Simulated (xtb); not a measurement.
xtb input:

```bash
xtb mol.xyz --gfn 1 --opt tight --chrg 0 --uhf 0
```
mol.xyz:
```
20

Si    -3.09680384     0.78597033     0.30648924
Si    -1.52630422    -0.52940585     1.44492099
Si    -0.37022230    -1.85918783    -0.10110463
Si     0.45369665    -0.45253850    -1.78696232
Si     1.49575123     1.37553608    -0.75385713
Si     3.04710551     0.59036806     0.81761399
H     -3.84138870     1.67246326     1.23352986
H     -2.40151159     1.62443647    -0.69935761
H     -4.06614467    -0.08638766    -0.40061284
H     -2.20173291    -1.35981291     2.47498369
H     -0.55387905     0.35974456     2.13002604
H      0.76423236    -2.55613582     0.55715937
H     -1.28565805    -2.88355534    -0.66623970
H     -0.67208828     0.00431119    -2.64132292
H      1.43202304    -1.16985494    -2.64432086
H      0.46213622     2.18096790    -0.05493818
H      2.16965318     2.24822412    -1.74938748
H      4.07769178    -0.23339624     0.13943425
H      3.71937841     1.70647178     1.52616340
H      2.35216605    -0.25786838     1.81548109
```

Question: What final total energy does it print?

Answer: -18.61947 Eh (GFN1-xTB).
